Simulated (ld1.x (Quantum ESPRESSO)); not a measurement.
Transferability test, ultrasoft potential for O

* Element: O
* Generator: ld1.x (Quantum ESPRESSO) 7.5
* Type: ultrasoft
* Functional: PBE
* Relativity: fully relativistic
* Frozen core: [He]
* Valence charge: 6
* Reference configuration: 2s2 2p4
* Partial waves: 2s (bound): rcut 0.70, rcutus 0.95 bohr; 2s channel at 2.2 Ry: rcut 0.70, rcutus 0.95 bohr; 2p (bound): rcut 1.15, rcutus 1.30 bohr; 2p channel at 1.45 Ry: rcut 1.15, rcutus 1.30 bohr; 3d channel at -0.15 Ry: rcut 0.85, rcutus 1.15 bohr
* Local potential: all-electron potential smoothed inside 1.15 bohr (lloc = -2)
* Core correction: a·sin(br)/r model core inside 0.80 bohr
* Augmentation charge: PSQ, radius 0.55 bohr

Open shells are filled in proportion to 2j + 1 (rel_dist='average').

Energies are relative to the spin-unpolarised reference configuration 2s2 2p4; without spin polarisation the order of configurations can differ from experiment. The frozen-core shift is the all-electron ΔE with the core orbitals held at their reference shape minus the fully relaxed ΔE.

```tsv
valence configuration	charge	ΔE all-electron (eV)	error AE − PS (meV)	frozen-core shift (meV)
2s2 2p3	+1	16.431	+2.9	+0.1
2s2 2p2	+2	50.017	+29	+1.2
2s2 2p4.3	-0.3	-2.123	+0.1	0.0
2s0 2p6	0	29.937	+110	+1.6
2s2 2p3.5	+0.5	6.286	+0.4	0.0
```

Question: What are ΔE and the potential's error for 2s2 2p1?

Answer: ΔE = 103.886 eV all-electron; the error (AE − PS) is +158 meV.

Question: What are ΔE and the potential's error for 2s1 2p5?

Answer: ΔE = 14.950 eV all-electron; the error (AE − PS) is +25 meV.
